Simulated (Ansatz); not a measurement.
```yaml
crystal:
  periodic: [false, false, false]
  atoms:
    - {symbol: Si, position_ang: [0.190068, -1.458611, 0.726846]}
    - {symbol: O, position_ang: [0.626528, -0.215542, -0.272764]}
    - {symbol: Ge, position_ang: [-0.040865, 1.314657, -0.735497]}
    - {symbol: Cl, position_ang: [-1.946255, 1.033154, -1.622769]}
    - {symbol: Cl, position_ang: [1.282708, 2.196649, -2.122850]}
    - {symbol: Cl, position_ang: [-0.245358, 2.558920, 0.969392]}
    - {symbol: H, position_ang: [1.254145, -2.482067, 0.615923]}
    - {symbol: H, position_ang: [-1.115516, -2.020711, 0.299159]}
    - {symbol: H, position_ang: [0.083043, -0.972749, 2.125359]}
basis:
  gaussian: {orbitals: cc-pVDZ}
magnetization: {spin_polarized: true, initial_magnetization: 1}
hamiltonian: {xc: {name: BLYP}, dispersion: d3bjatm}
output: {forces: true}
```

```sh
$ ansatz run in.yaml --threads 4 --pin off --events-out ev --progress --plain --max-ram 11315MiB
```

Output, abridged:

```
Error: a molecule whose nuclei and cores have a total charge of 108 cannot have a net charge of 0 together with 1 unpaired electrons
```

Problem. Something in this input is off. What?

Solution. The number of unpaired electrons doesn't fit the electron count. The program refused the input.
